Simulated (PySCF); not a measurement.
Ta(O)(OH)2(NH2) (H4NO3Ta), SMILES [Ta]([NH2])([OH])(=[O])[OH], multiplicity 1. The structure is a stationary point at PBE-D3(BJ)/def2-SVP. The multiplicity is an assumed one; no other spin state was optimised. The structure was generated by enumeration; whether it is a known compound was not checked. The def2 effective core potentials stand for the cores of Ta; spin–orbit coupling is left out. One conformer was computed; it need not be the lowest.

Calculation: PySCF 2.14.0 with PBE-D3(BJ)/def2-SVP.

Harmonic wavenumbers (cm⁻¹): 168, 171, 175, 181, 205, 310, 326, 341, 432, 481, 486, 574, 662, 685, 692, 957, 1462, 3472, 3569, 3791, 3794. Rotational constants (GHz): 3.161, 3.116, 2.749; symmetry number 1.

Q: Work out the zero-point energy and the ideal-gas rigid-rotor harmonic-oscillator thermochemistry at 298.15 K and 1 atm.

A: ZPE = ½ Σ hcν = ½ × 22932 cm⁻¹ = 32.78 kcal/mol. H − E(el) = 38.59 kcal/mol. Entropy in cal/(mol K): translation 42.41, rotation 26.88, vibration 19.39, total 88.68. G − E(el) = 12.15 kcal/mol. Cp = 30.33 cal/(mol K).
